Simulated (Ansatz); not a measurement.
Geometry optimisation, UKS PBE-D4/def2-SVP (Ansatz).

Input:

```yaml
crystal:
  periodic: [false, false, false]
  atoms:
    - { symbol: Sn, position_ang: [0.0, 0.0, 0.0] }
    - { symbol: Cl, position_ang: [0.0, 0.0, 2.66] }
    - { symbol: H, position_ang: [1.6408, 0.0, -0.5794] }
    - { symbol: H, position_ang: [-0.8195, 1.4198, -0.5794] }
    - { symbol: Cl, position_ang: [-1.1351, -1.9666, -0.8025] }
    - { symbol: Si, position_ang: [0.0, 0.0, 5.09] }
    - { symbol: H, position_ang: [-0.7436, -1.1581, 5.5774] }
    - { symbol: H, position_ang: [1.3747, -0.0649, 5.5774] }
    - { symbol: H, position_ang: [-0.6311, 1.223, 5.5774] }
magnetization:
  spin_polarized: true
  initial_magnetization: 1
basis:
  gaussian: { orbitals: def2-SVP }
hamiltonian:
  xc: pbe
  dispersion: d4
relax:
  f_tol: 0.15
  max_steps: 25
  restrain:
    - { distance: [1, 5], at: 3.33, k: 30.0 }
    - { distance: [0, 1], at: 2.41, k: 30.0 }
```

Launched with:

```bash
$ ansatz run input.yaml --threads 4 --pin off --max-ram 5120MiB --backend cpu --events-out ev --progress --plain --runs-dir out
```

Question: Where does it end, and by what steps?

Answer: It converged. The restraints hold the end off the free minimum. After 6 steps the energy has risen by 0.126 eV (the restraints' own energy left out); Cl2 moved furthest, 0.52 Å. Parted: Cl2–Si6 (2.43 → 3.33 Å).

```csv
step,energy less start (eV),largest force component (eV/Å),accepted
0,0.0000,1.206,yes
1,0.2467,1.168,yes
2,0.3300,0.863,yes
3,0.2395,0.687,yes
4,0.1356,0.248,yes
5,0.1314,0.252,yes
6,0.1256,0.213,yes
```

```xyz
9
Properties=species:S:1:pos:R:3
Sn 0.020 0.034 -0.265
Cl 0.003 0.004 2.138
H 1.659 -0.084 -0.783
H -0.901 1.394 -0.783
Cl -1.104 -1.913 -1.004
Si 0.004 0.006 5.466
H -0.772 -1.202 5.906
H 1.434 -0.064 5.923
H -0.655 1.277 5.924
```

Run time: 14 s on 4 threads of Intel(R) Xeon(R) Platinum 8259CL CPU @ 2.50GHz (Skylake/Cascade Lake), with other jobs on the host, peak memory 0.21 GiB.
